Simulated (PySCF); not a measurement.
# The 27-electron isoelectronic series, spin-free X2C

All values are computed (PySCF 2.14, energy differences of UHF-based or UKS calculations, no spin-orbit coupling). Each ion has its own even-tempered basis scaled to its charge (18s13p8d4f3g for the first); frozen: [Ne]. Ionisation energies in eV.

| ion | configuration | UHF | LDA | PBE | PBE0 | r2SCAN | MP2 (outer shells) | NIST (with spin-orbit, Breit and QED) |
| --- | --- | --- | --- | --- | --- | --- | --- | --- |
| Hf⁴⁵⁺ | [Ar] 3d9 (2D) | 3882.4 | 3882.6 | 3881.3 | 3882.2 | 3881.0 | 3884.1 | 3858 ± 4 (t) |
| Ta⁴⁶⁺ | [Ar] 3d9 (2D) | 4040.1 | 4040.2 | 4038.9 | 4039.8 | 4038.6 | 4041.8 | 4014 ± 4 (t) |
| W⁴⁷⁺ | [Ar] 3d9 (2D) | 4200.8 | 4200.9 | 4199.6 | 4200.5 | 4199.3 | 4202.6 | 4180 ± 4 (s) |
| Re⁴⁸⁺ | [Ar] 3d9 (2D) | 4364.7 | 4364.7 | 4363.4 | 4364.3 | 4363.1 | 4366.5 | 4335 ± 4 (t) |
| Os⁴⁹⁺ | [Ar] 3d9 (2D) | 4531.7 | 4531.7 | 4530.4 | 4531.3 | 4530.1 | 4533.5 | 4501 ± 4 (t) |
| Ir⁵⁰⁺ | [Ar] 3d9 (2D) | 4701.9 | 4701.8 | 4700.5 | 4701.5 | 4700.2 | 4703.7 | 4668 ± 4 (t) |
| Pt⁵¹⁺ | [Ar] 3d9 (2D) | 4875.2 | 4875.0 | 4873.7 | 4874.7 | 4873.4 | 4877.0 | 4839 ± 4 (t) |
| Au⁵²⁺ | [Ar] 3d9 (2D) | 5051.7 | 5051.4 | 5050.1 | 5051.2 | 5049.8 | 5053.5 | 5013 ± 4 (t) |
| Hg⁵³⁺ | [Ar] 3d9 (2D) | 5231.3 | 5230.9 | 5229.6 | 5230.7 | 5229.3 | 5233.1 | 5191 ± 5 (t) |
| Tl⁵⁴⁺ | [Ar] 3d9 (2D) | 5414.2 | 5413.7 | 5412.4 | 5413.5 | 5412.1 | 5416.0 | 5371 ± 5 (t) |

Each ion has its own basis, which adds noise of up to about 0.1 % along the series.

NIST values marked (s) are semi-empirical, (t) theoretical. Open shells are high-spin determinants of the terms that Hund's rules give.

Spin-orbit coupling of the open shells is absent from the calculated values and included in NIST's; it grows fast with Z.
